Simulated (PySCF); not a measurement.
Si(F)2(OH)(SMe) (CH4F2OSSi), SMILES CS[Si](O)(F)F.

Coordinates come from a PBE-D3(BJ)/def2-SVP optimisation. This is a generated structure with no PubChem entry under its InChIKey; it may be hypothetical. One conformer was computed; it need not be the lowest.

Computed with PySCF 2.14.0 with PBE-D3(BJ)/def2-SVP.

Frequencies are harmonic and unscaled.

Computed vibrational spectrum:
```json
[
 {"mode": "1", "ν (cm⁻¹)": "42", "IR (km/mol)": "1.3", "moving atoms (share of kinetic energy)": "C 35 %, F 22 %, H 19 %, S 14 %, O 8 %"},
 {"mode": "2", "ν (cm⁻¹)": "112", "IR (km/mol)": "0.8", "moving atoms (share of kinetic energy)": "H 87 %"},
 {"mode": "3", "ν (cm⁻¹)": "139", "IR (km/mol)": "2.5", "moving atoms (share of kinetic energy)": "C 28 %, H 26 %, F 25 %, O 15 %"},
 {"mode": "4", "ν (cm⁻¹)": "191", "IR (km/mol)": "24.1", "moving atoms (share of kinetic energy)": "H 34 %, F 28 %, O 19 %, S 13 %"},
 {"mode": "5", "ν (cm⁻¹)": "200", "IR (km/mol)": "7.6", "moving atoms (share of kinetic energy)": "F 39 %, H 19 %, O 17 %, S 16 %"},
 {"mode": "6", "ν (cm⁻¹)": "265", "IR (km/mol)": "45.7", "moving atoms (share of kinetic energy)": "H 36 %, F 32 %, S 13 %, C 9 %"},
 {"mode": "7", "ν (cm⁻¹)": "311", "IR (km/mol)": "22.5", "moving atoms (share of kinetic energy)": "F 49 %, O 22 %, Si 22 %"},
 {"mode": "8", "ν (cm⁻¹)": "317", "IR (km/mol)": "37.5", "moving atoms (share of kinetic energy)": "H 27 %, O 24 %, F 21 %, S 21 %"},
 {"mode": "9", "ν (cm⁻¹)": "342", "IR (km/mol)": "36.7", "moving atoms (share of kinetic energy)": "F 45 %, O 21 %, Si 19 %, S 9 %"},
 {"mode": "10", "ν (cm⁻¹)": "531", "IR (km/mol)": "76.7", "moving atoms (share of kinetic energy)": "S 36 %, Si 31 %, F 17 %, O 8 %"},
 {"mode": "11", "ν (cm⁻¹)": "686", "IR (km/mol)": "5.4", "moving atoms (share of kinetic energy)": "C 60 %, S 31 %, H 9 %"},
 {"mode": "12", "ν (cm⁻¹)": "760", "IR (km/mol)": "113.3", "moving atoms (share of kinetic energy)": "H 40 %, O 30 %, F 23 %"},
 {"mode": "13", "ν (cm⁻¹)": "858", "IR (km/mol)": "225.6", "moving atoms (share of kinetic energy)": "H 36 %, Si 31 %, F 26 %"},
 {"mode": "14", "ν (cm⁻¹)": "914", "IR (km/mol)": "136.4", "moving atoms (share of kinetic energy)": "Si 45 %, F 37 %, O 12 %"},
 {"mode": "15", "ν (cm⁻¹)": "937", "IR (km/mol)": "26.3", "moving atoms (share of kinetic energy)": "H 79 %, C 13 %"},
 {"mode": "16", "ν (cm⁻¹)": "948", "IR (km/mol)": "11.4", "moving atoms (share of kinetic energy)": "H 79 %, C 15 %"},
 {"mode": "17", "ν (cm⁻¹)": "961", "IR (km/mol)": "109.0", "moving atoms (share of kinetic energy)": "Si 47 %, F 21 %, O 21 %, H 10 %"},
 {"mode": "18", "ν (cm⁻¹)": "1281", "IR (km/mol)": "3.6", "moving atoms (share of kinetic energy)": "H 87 %, C 12 %"},
 {"mode": "19", "ν (cm⁻¹)": "1395", "IR (km/mol)": "9.2", "moving atoms (share of kinetic energy)": "H 96 %"},
 {"mode": "20", "ν (cm⁻¹)": "1411", "IR (km/mol)": "10.6", "moving atoms (share of kinetic energy)": "H 95 %"},
 {"mode": "21", "ν (cm⁻¹)": "2992", "IR (km/mol)": "13.6", "moving atoms (share of kinetic energy)": "H 98 %"},
 {"mode": "22", "ν (cm⁻¹)": "3105", "IR (km/mol)": "1.4", "moving atoms (share of kinetic energy)": "H 90 %, C 10 %"},
 {"mode": "23", "ν (cm⁻¹)": "3115", "IR (km/mol)": "0.2", "moving atoms (share of kinetic energy)": "H 90 %, C 10 %"},
 {"mode": "24", "ν (cm⁻¹)": "3753", "IR (km/mol)": "94.9", "moving atoms (share of kinetic energy)": "H 94 %"}
]
```
